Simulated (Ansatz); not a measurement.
H8N2OSi2 (`N[SiH2][SiH](N)O`) at its PBE0-D4/def2-TZVP geometry, where that method's forces vanish. Charge 0, multiplicity 1.

| atom | x (Å) | y (Å) | z (Å) |
| --- | --- | --- | --- |
| N1 | 0.2339 | 1.8450 | 0.7278 |
| Si2 | -0.3439 | 0.3233 | 1.3442 |
| Si3 | -0.0980 | -1.2400 | -0.3995 |
| N4 | 1.1024 | -0.4908 | -1.3591 |
| O5 | -1.4852 | -1.5801 | -1.2360 |
| H6 | -0.2469 | 2.2559 | -0.0582 |
| H7 | 0.4722 | 2.5657 | 1.3925 |
| H8 | 0.5432 | -0.0129 | 2.4931 |
| H9 | -1.7419 | 0.3521 | 1.8799 |
| H10 | 0.2891 | -2.5925 | 0.0803 |
| H11 | 1.6430 | -0.9533 | -2.0702 |
| H12 | 1.5012 | 0.3848 | -1.0601 |
| H13 | -1.8690 | -0.8572 | -1.7348 |

(1) For each bond, give half the difference of the two atoms' forces along it (eV/Å; positive pushes the atoms apart) under PBE-D4, r2SCAN-D4, B3LYP-D4, ωB97M-V in def2-TZVPP. (Estimate.)

Answers

(1) Ansatz gave: 
```json
{"bond": "N1–Si2", "length (Å)": "1.740", "PBE-D4": "0.11", "r2SCAN-D4": "0.02", "B3LYP-D4": "0.12", "ωB97M-V": "0.13"}
{"bond": "N1–H6", "length (Å)": "1.009", "PBE-D4": "0.21", "r2SCAN-D4": "0.03", "B3LYP-D4": "-0.01", "ωB97M-V": "-0.02"}
{"bond": "N1–H7", "length (Å)": "1.009", "PBE-D4": "0.20", "r2SCAN-D4": "0.02", "B3LYP-D4": "-0.02", "ωB97M-V": "-0.04"}
{"bond": "Si2–Si3", "length (Å)": "2.355", "PBE-D4": "-0.19", "r2SCAN-D4": "-0.02", "B3LYP-D4": "0.01", "ωB97M-V": "-0.06"}
{"bond": "Si2–H8", "length (Å)": "1.490", "PBE-D4": "0.08", "r2SCAN-D4": "-0.02", "B3LYP-D4": "-0.10", "ωB97M-V": "-0.12"}
{"bond": "Si2–H9", "length (Å)": "1.497", "PBE-D4": "0.05", "r2SCAN-D4": "-0.01", "B3LYP-D4": "-0.10", "ωB97M-V": "-0.13"}
{"bond": "Si3–N4", "length (Å)": "1.710", "PBE-D4": "0.04", "r2SCAN-D4": "0.02", "B3LYP-D4": "0.10", "ωB97M-V": "0.09"}
{"bond": "Si3–O5", "length (Å)": "1.655", "PBE-D4": "0.30", "r2SCAN-D4": "0.05", "B3LYP-D4": "0.13", "ωB97M-V": "0.12"}
{"bond": "Si3–H10", "length (Å)": "1.486", "PBE-D4": "0.04", "r2SCAN-D4": "-0.03", "B3LYP-D4": "-0.14", "ωB97M-V": "-0.17"}
{"bond": "N4–H11", "length (Å)": "1.006", "PBE-D4": "0.18", "r2SCAN-D4": "0.02", "B3LYP-D4": "-0.02", "ωB97M-V": "-0.02"}
{"bond": "N4–H12", "length (Å)": "1.008", "PBE-D4": "0.18", "r2SCAN-D4": "0.00", "B3LYP-D4": "-0.03", "ωB97M-V": "-0.03"}
{"bond": "O5–H13", "length (Å)": "0.959", "PBE-D4": "0.36", "r2SCAN-D4": "0.02", "B3LYP-D4": "-0.02", "ωB97M-V": "-0.06"}
```

B3LYP here is the variant with VWN-RPA as its local correlation; programs differ in this.
